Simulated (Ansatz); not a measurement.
Relaxation of ClGaH$_{4}$N (7 atoms, charge 0, multiplicity 2), to a largest force component of 0.03 eV/Å in at most 50 steps.

All numbers below come from UKS B3LYP-D4/def2-mTZVP in Ansatz 0.2.0.

```xyz
7
Properties=species:S:1:pos:R:3
Ga -0.066 0.015 -0.026
H 0.046 -0.179 1.525
Cl 1.720 0.355 -1.219
N -1.602 0.019 -0.991
H -2.524 -0.169 -0.620
H -1.610 0.114 -1.999
H 0.045 -0.156 3.384
```

Q: Where does it end, and by what steps?

A: The run converged. After 9 steps the energy has fallen by 0.007 eV; H7 moved furthest, 0.51 Å.

```csv
step,energy less start (eV),largest force component (eV/Å),accepted
0,0.0000,0.130,yes
1,-0.0010,0.061,yes
2,-0.0016,0.036,yes
3,-0.0022,0.060,yes
4,-0.0031,0.040,yes
5,-0.0056,0.084,yes
6,-0.0067,0.074,yes
7,-0.0070,0.040,yes
8,-0.0072,0.032,yes
9,-0.0072,0.007,yes
```

```xyz
7
Properties=species:S:1:pos:R:3
Ga -0.104 0.094 -0.086
H -0.025 0.040 1.461
Cl 1.707 0.316 -1.271
N -1.614 -0.011 -1.083
H -2.543 -0.114 -0.703
H -1.610 0.025 -2.092
H 0.196 -0.349 3.828
```

The run took 14 s on 4 threads of Intel(R) Xeon(R) 6975P-C (Granite Rapids) (shared host), peak memory 0.26 GiB.
